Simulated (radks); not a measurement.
Species: Ce III. Configuration: [Xe] 4f2.

All-electron calculation, non-relativistic Kohn-Sham, BLYP, spin-unpolarised, spherical densities, point nucleus; relativity is left out, which matters for an element this heavy. Program: a radial shooting solver on a logarithmic mesh with Libxc functionals.

Energy parts (eV):
| part | energy |
|---|---|
| total | -233186.19 |
| kinetic | 233118.82 |
| electron-nucleus | -551684.43 |
| Hartree | 90903.58 |
| exchange-correlation | -5524.16 |

Orbitals (lengths in bohr, moments of r in powers of bohr; <r^-3> diverges for s and p1/2):
orbital,occ.,eigenvalue (eV),<r^-3>
1s,2,-38310.51,-
2s,2,-5960.641,-
2p,6,-5638.467,6534
3s,2,-1284.612,-
3p,6,-1145.273,1277
3d,10,-885.6766,213.0
4s,2,-261.6900,-
4p,6,-209.8264,272.0
4d,10,-118.9704,37.27
5s,2,-46.1253,-
5p,6,-32.4506,37.64
4f,2,-15.2919,4.189

The highest occupied level is 4f at -15.292 eV. For comparison, the ionisation energy in NIST's Atomic Spectra Database is 20.197 eV (semi-empirical). In exact Kohn-Sham theory the highest level is minus the ionisation energy, but local and semilocal functionals leave it too shallow, through self-interaction and a potential that decays too fast; potentials with the right tail come closer.

Beside tabulated values, note that spin-unpolarised runs miss the spin-polarisation part of the exchange energy of open shells.
